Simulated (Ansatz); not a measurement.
`CCB(N)Cl` + `[OH][GeH3]` → `NB(Cl)[O][GeH3]` + `CC`  (ligand exchange at a B–C bond)

Isolated molecules relaxed with PBE0-D4/def2-TZVP in Ansatz; ΔE leaves out vibrations. CCSD(T)/CBS is the MP2 limit (def2-TZVPP, def2-QZVPP) plus CCSD(T) − MP2 in def2-TZVPP, frozen cores. This one scheme is used for every species. DFT in def2-TZVPP. For Ge outer-core shells are correlated without core-valence functions, which leaves a few kJ/mol of doubt a bond. Scalar relativity is left out up to krypton. Each species was taken in one conformer, which may not be the lowest.

```tsv
level	ΔE (kJ/mol)
revPBE-D4	-105.8
r2SCANh	-116.1
CCSD(T)/def2-SVP	-125.3
HF/def2-TZVPP	-131.8
```

What does CCSD(T)/CBS give? (Best estimate.)

Ansatz gave: -112.5 kJ/mol. The listed levels differ from it by 6.7, -3.6, -12.8, -19.3 kJ/mol.

Largest T1 diagnostic among the species: 0.012.

At CCSD(T), def2-SVP lies −12.8 kJ/mol from the extrapolated value and def2-TZVPP −2.2 kJ/mol. Leaving LDA and LC-ωPBE aside and taking each functional with its dispersion term where it has one, the values, not all of them listed here, spread over 18.2 kJ/mol, from BHLYP-D4 to revPBE-D4.

CCSD(T)/CBS has its own doubt, a few kJ/mol and more with outer-core shells, so smaller differences from it don't rank the levels.
